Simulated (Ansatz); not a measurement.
Mulliken charges of `NB(F)[O][GeH3]` from r2SCAN/def2-TZVPP in Ansatz (PBE0-D4/def2-TZVP geometry).

```json
{"atom": "N1", "x (Å)": "0.618", "y (Å)": "0.970", "z (Å)": "-1.882", "charge (e)": "-0.390"}
{"atom": "B2", "x (Å)": "-0.056", "y (Å)": "0.473", "z (Å)": "-0.759", "charge (e)": "0.519"}
{"atom": "F3", "x (Å)": "-1.372", "y (Å)": "0.755", "z (Å)": "-0.625", "charge (e)": "-0.313"}
{"atom": "O4", "x (Å)": "0.570", "y (Å)": "-0.272", "z (Å)": "0.184", "charge (e)": "-0.453"}
{"atom": "Ge5", "x (Å)": "-0.223", "y (Å)": "-0.939", "z (Å)": "1.644", "charge (e)": "0.323"}
{"atom": "H6", "x (Å)": "0.162", "y (Å)": "1.522", "z (Å)": "-2.585", "charge (e)": "0.176"}
{"atom": "H7", "x (Å)": "1.593", "y (Å)": "0.797", "z (Å)": "-2.040", "charge (e)": "0.174"}
{"atom": "H8", "x (Å)": "-1.347", "y (Å)": "-1.890", "z (Å)": "1.209", "charge (e)": "-0.014"}
{"atom": "H9", "x (Å)": "0.902", "y (Å)": "-1.689", "z (Å)": "2.366", "charge (e)": "-0.009"}
{"atom": "H10", "x (Å)": "-0.764", "y (Å)": "0.221", "z (Å)": "2.491", "charge (e)": "-0.014"}
```

By hand: the dipole of these point charges (1 e Å = 4.8032 D).

Σ q r = (0.156, -0.104, 0.100) e Å, of length 0.212 e Å = 1.02 D.

How does the dipole of the full density compare? (An estimate is asked.)

Computed: (0.171, -0.011, -0.059) e Å, 0.87 D; the point charges give 1.17 times that, at 55° from its direction.

Point charges leave out the atoms' own dipoles, such as those of lone pairs, and Mulliken's split depends on the basis, so the two needn't agree.
